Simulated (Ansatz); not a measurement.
Basis-set series for C₂H₈N₂OW (`C[N]=[W]([CH3])([NH2])=[O]`). Total charge 0; spin multiplicity 1. W takes the def2 core potential. The structure was optimised at the PBE0-D4/def2-TZVP level. It is one conformer, not always the lowest.

```xyz
14

C     1.644   -1.417    1.243
N     0.742   -0.726    0.391
W     0.015    0.696   -0.332
C    -1.982    0.683    0.402
N    -0.008    0.490   -2.271
O     0.715    2.165    0.204
H     2.299   -0.734    1.793
H     1.088   -2.020    1.969
H     2.270   -2.102    0.660
H    -2.537    1.533   -0.006
H    -1.992    0.758    1.492
H    -2.489   -0.243    0.117
H     0.205   -0.364   -2.763
H     0.031    1.281   -2.899
```

| functional | basis | functions | energy (Eh) | HOMO (eV) | LUMO (eV) |
| --- | --- | --- | --- | --- | --- |
| PBE0-D4 | def2-SVP | 142 | -332.44748 | -7.13 | -0.83 |
| PBE0-D4 | def2-QZVPP | 606 | -332.79735 | -7.22 | -0.98 |
| ωB97M-V | def2-SVP | 142 | -332.53035 | -9.39 | 1.22 |
| ωB97M-V | def2-QZVPP | 606 | -332.89355 | -9.49 | 0.82 |

**Question.** Give the rows for def2-TZVPP. (Best estimate.)

**Answer.** Computed: 
```
functional       basis  functions  energy (Eh)  HOMO (eV)  LUMO (eV)
   PBE0-D4  def2-TZVPP        323   -332.78124      -7.19      -0.93
   ωB97M-V  def2-TZVPP        323   -332.87812      -9.46       1.11
```

Positive LUMOs are unbound and depend on the basis.
